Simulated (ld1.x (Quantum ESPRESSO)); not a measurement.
Scattering properties, TM potential for Sn

| Item | Value |
| --- | --- |
| Element | Sn |
| Generator | ld1.x (Quantum ESPRESSO) 7.5 |
| Type | norm-conserving Troullier–Martins (Kleinman–Bylander form) |
| Functional | LDA (PZ) |
| Relativity | scalar-relativistic |
| Frozen core | [Kr] |
| Valence charge | 14 |
| Reference configuration | 4d10 5s2 5p2 |
| Partial waves | 5p (bound): rc 1.90 bohr; 4d (bound): rc 1.30 bohr; 5s (bound): rc 1.90 bohr |
| Local potential | the s channel |
| Core correction | none |

The phase is arctan(r·u′/u) with u = r·R(r), unwrapped; energies in Ry, scanned from -4 to 5 Ry. A pole is an energy at which the radial function vanishes at the test radius. The pseudo phase is shifted by a multiple of π to meet the all-electron one at the reference energy, and phase errors are pseudo minus all-electron; the curves can meet again beyond the range given. Levels narrower than the energy grid can be missing from the lists of poles.

```json
{"channel": "s", "radius (bohr)": "2.05", "reference energy (Ry)": "-0.79", "poles, all-electron": "3.29", "poles, pseudo": "2.83", "unbroken range about the reference energy with phases within 0.05 rad": "below 4.0", "phase error 1 Ry above the reference energy (rad)": "-0.008"}
{"channel": "p", "radius (bohr)": "2.05", "reference energy (Ry)": "-0.28", "poles, all-electron": "none", "poles, pseudo": "4.46", "unbroken range about the reference energy with phases within 0.05 rad": "the whole range", "phase error 1 Ry above the reference energy (rad)": "-0.028"}
{"channel": "d", "radius (bohr)": "2.05", "reference energy (Ry)": "-1.90", "poles, all-electron": "-1.55", "poles, pseudo": "-1.53", "unbroken range about the reference energy with phases within 0.05 rad": "below 0.4", "phase error 1 Ry above the reference energy (rad)": "+0.016"}
```

Phases in the d channel:

```
E (Ry)  all-electron  pseudo
 -4.00         1.290   1.297
 -3.76         1.274   1.281
 -3.52         1.253   1.262
 -3.28         1.225   1.236
 -3.04         1.185   1.198
 -2.80         1.122   1.137
 -2.56         0.999   1.020
 -2.32         0.664   0.695
 -2.08        -0.526  -0.510
 -1.84        -1.324  -1.323
 -1.60        -1.544  -1.538
 -1.36        -1.640  -1.631
 -1.12        -1.697  -1.685
 -0.88        -1.738  -1.722
 -0.64        -1.771  -1.750
 -0.40        -1.800  -1.775
 -0.16        -1.827  -1.797
  0.08        -1.855  -1.818
  0.32        -1.884  -1.839
  0.56        -1.915  -1.861
  0.80        -1.951  -1.884
  1.04        -1.992  -1.908
  1.28        -2.042  -1.935
  1.52        -2.102  -1.966
  1.76        -2.179  -2.000
  2.00        -2.279  -2.041
  2.24        -2.413  -2.089
  2.48        -2.595  -2.146
  2.72        -2.839  -2.217
  2.96        -3.139  -2.306
  3.20        -3.455  -2.418
  3.44        -3.732  -2.561
  3.68        -3.946  -2.741
  3.92        -4.104  -2.960
  4.16        -4.221  -3.206
  4.40        -4.308  -3.452
  4.64        -4.375  -3.672
  4.88        -4.429  -3.854
```
